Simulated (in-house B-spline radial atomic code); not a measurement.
A run on Sc- that did not converge. Method: scalar-relativistic (X2C) HSE06, spin-polarised, spherical fractional occupations, exact exchange averaged over the configuration, Fermi nucleus of rms radius 3.5459 fm; computed with an all-electron radial atomic-structure program (B-spline basis).

Command:
```bash
python run_scf.py task.json out
```
Settings (nuclear radius in fm, mass in u):
```
Z                21
configuration    [Ar] 3d2 4s2
hamiltonian      x2c
method           hse06
spin_polarised   True
nucleus          fermi
rms_radius       3.5459
atomic_mass      44.95591
speed_of_light   137.035999084
exact_exchange   averaged over the configuration
```

First and last ten iterations of the last attempt (damped for 15 steps, keeping 80 % of the old Fock matrix, then DIIS):
```
 iter        energy (Eh)    residual
    1        -761.412467    2.88e-01
    2        -761.666067    2.14e-01
    3        -762.809327    1.36e-01
    4        -763.435202    8.39e-02
    5        -763.762015    4.88e-02
    6        -763.922985    2.60e-02
    7        -763.619858    3.92e-02
    8        -763.896657    2.92e-02
    9        -763.978929    1.70e-02
   10        -763.608027    4.07e-02
  111        -763.984606    1.41e-02
  112        -763.591758    3.65e-02
  113        -763.593387    3.65e-02
  114        -763.588674    3.68e-02
  115        -763.563483    3.82e-02
  116        -763.563765    3.83e-02
  117        -763.558832    3.85e-02
  118        -763.559961    3.85e-02
  119        -763.552768    3.88e-02
  120        -763.545451    3.93e-02
 not converged after 120 iterations
```

The smallest residual met was 7.1e-03; the threshold is about 2e-07. No energy from this run should be used. Cost of the run: 16 s on 1 thread of Arm Neoverse N1 (shared host).
